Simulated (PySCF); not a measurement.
**Vibration and rotation of TeH⁺**

UHF-CCSD(T) constants of TeH⁺, ³Σ⁻ (triplet), unpaired electrons π ↑↑ (PySCF, scalar-relativistic core potentials, basis sets Te aug-cc-pVDZ-PP with ECP28, H aug-cc-pVDZ; masses 129.9062 and 1.0078 u):

* ωe: 2081.1 cm⁻¹
* ωexe: 39.1 cm⁻¹
* Be: 5.9978 cm⁻¹
* αe: 0.164 cm⁻¹
* D (centrifugal): 0.000199 cm⁻¹
* De to Te⁺ + H: 2.50 eV

**Question.** Give the vibrational terms G(v) and spacings up to v = 6.

**Answer.** G(v) = ωe(v+½) − ωexe(v+½)².

```csv
v,G(v) (cm⁻¹),G(v) − G(v−1),Bv (cm⁻¹)
0,1031,,5.916
1,3034,2003,5.752
2,4958,1925,5.588
3,6805,1846,5.424
4,8573,1768,5.260
5,10263,1690,5.096
6,11875,1612,4.932
```

**Question.** How well does the Morse estimate ωe²/(4ωexe) reproduce De, and what is D0?

**Answer.** It gives 3.43 eV, 137 % of the computed De. D0 = De − G(0) = 2.50 − 0.13 = 2.37 eV.

Correlated steps freeze 4 core orbitals. Correlated levels converge slowly with the basis: in double zeta they bind strong bonds too weakly, by up to about 1 eV, and carry superposition errors of some tenths. Spin–orbit coupling is left out, which matters for elements this heavy, above all for dissociation energies. For an ion De counts to the pair picked by the measured ionisation energies or electron affinities, which need not be the lowest pair at this level. The state was picked by a PBE0 search and need not be the measured ground state.
